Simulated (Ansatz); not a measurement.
`COB(C)O` + H₂ → `CBOC` + H₂O at 298.15 K and 1 bar (hydrogenolysis of a B–O bond).

Calculated with Ansatz (gas phase, PBE0-D4/def2-TZVP geometries, no zero-point term in ΔE). CBS: MP2 limit from def2 TZ/QZ plus the TZ coupled-cluster correction, frozen cores. This one scheme is used for every species. One conformer a species, not always the lowest.

```
  species  CCSD(T)/CBS energy (Eh)  H − E (kJ/mol)  S (J/(mol·K))
`COB(C)O`               -255.57080           280.4          338.7
       H₂                 -1.17544            35.1          130.4
   `CBOC`               -180.32625           259.7          309.5
      H₂O                -76.37941            66.4          188.7
```

H − E and S are ideal-gas, rigid-rotor, harmonic terms from PBE0-D4/def2-TZVP, for one conformer and one mirror image of each species. The MP2-based limit puts H₂ 0.8 mEh under its directly extrapolated value; such offsets cancel only in part. 1 Eh = 2625.50 kJ/mol, R = 8.31446 J/(mol·K).

Problem. By hand: ΔE, ΔH, ΔS and ΔG.

Solution. ΔE = (-180.32625) + (-76.37941) − (-255.57080) − (-1.17544) = 0.04058 Eh = 106.5 kJ/mol. Δ(H − E) = 259.7 + 66.4 − 280.4 − 35.1 = 10.6, so ΔH = 117.1 kJ/mol. ΔS = 309.5 + 188.7 − 338.7 − 130.4 = 29.1 J/(mol·K). ΔG = 117.1 − 298.15 × (29.1)/1000 = 108.4 kJ/mol.

Problem. By hand: the equilibrium constant, and the temperature at which ΔG would vanish if ΔH and ΔS stayed fixed.

Solution. log₁₀ K = −ΔG/(RT ln 10) = -19.0. ΔG = 0 at ΔH/ΔS = 4024 K, far beyond where these terms or the molecules hold.

ΔH outweighs TΔS. A doubt of 5 kJ/mol in ΔE shifts log₁₀ K by 0.9 here. Other conformers and mirror images would add mixing entropy, several J/(mol·K) or more a flexible species. Modes under 60 cm⁻¹, often nearly free rotors, make the harmonic entropy too high. These are equilibria of isolated gas molecules and say nothing of rates. Largest T1 diagnostic: 0.012 (customary marks: 0.02 for closed shells, 0.045 for open ones).
